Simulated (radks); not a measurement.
Values are calculated unless marked as measured or tabulated.
Problem. La3+, configuration [Xe]. Level of theory: Dirac Kohn-Sham, Wu-Cohen GGA, spin-unpolarised, spherical densities, finite nucleus; Fermi nuclear charge, rms radius 4.855 fm (a radial shooting solver on a logarithmic mesh with Libxc functionals). Some entries of the table are withheld. Estimate them.

orbital,occ.,eigenvalue (Ry),<r> (bohr),<r^2> (bohr^2)
1s1/2,2,-2846.936,0.02507,0.0008540
2s1/2,2,-454.4824,0.1070,0.01356
2p1/2,2,(1),0.08991,0.009960
2p3/2,4,(2),0.09601,0.01123
3s1/2,2,-98.55414,0.2849,(3)
3p1/2,2,-87.71770,0.2747,0.08772
3p3/2,4,-81.80057,0.2868,0.09536
3d3/2,4,-62.78228,0.2578,0.07848
3d5/2,6,-61.51622,0.2615,0.08065
4s1/2,2,(4),0.6541,0.4829
4p1/2,2,-17.27100,0.6745,0.5175
4p3/2,4,-16.00872,0.7015,0.5595
4d3/2,4,-9.46314,0.7618,0.6731
4d5/2,6,-9.24397,0.7714,0.6901
5s1/2,2,-4.53259,1.539,2.654
5p1/2,2,-3.42573,1.707,3.278
5p3/2,4,-3.22964,1.776,3.548

Solution. 
(1) 2p1/2 eigenvalue (Ry): -428.8163
(2) 2p3/2 eigenvalue (Ry): -398.4489
(3) 3s1/2 <r^2> (bohr^2): 0.09290
(4) 4s1/2 eigenvalue (Ry): -21.25982
